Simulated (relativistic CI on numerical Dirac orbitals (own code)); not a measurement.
# From line strength to rate: Kr 1164.87 Å (vacuum)

Problem. For 4p⁶ ¹S0 – 4p⁵5s ³P°1 of Kr a semi-empirical relativistic CI calculation gives the line strength S = 0.7976 e²a₀² in the length gauge. The measured levels are 0.00 and 85846.71 cm⁻¹ (NIST Handbook). Find gf, f, A and the partial lifetime.

Working.
1. σ = 85846.71 − 0.00 = 85846.71 cm⁻¹, so the vacuum wavelength is 10⁸/σ = 1164.87 Å.
2. gf = 303.756 S/λ(Å) = 0.208, log gf = -0.682; with g = 1 for the lower level, f = 0.208.
3. A = 2.02613 × 10¹⁸ S/(g_u λ³) with g_u = 3: A = 3.41 × 10^8 s⁻¹.
4. The partial lifetime for this S is 1/A = 2.93 ns; in the calculation this line carries 100 % of the decay of the upper level.

Check. The Handbook lists A = 3.16 × 10^8 s⁻¹, a tabulated value with its own uncertainty (a few per cent for the best lines, 25 % or more for others); ours lies 8 % above it. The velocity form of the same calculation gives S = 0.639, and the gap between the two forms is a rough gauge of the error in S. With the computed energy (86576 cm⁻¹) in place of the measured one the rate would change by the factor (σ_calc/σ)³ = 1.03.
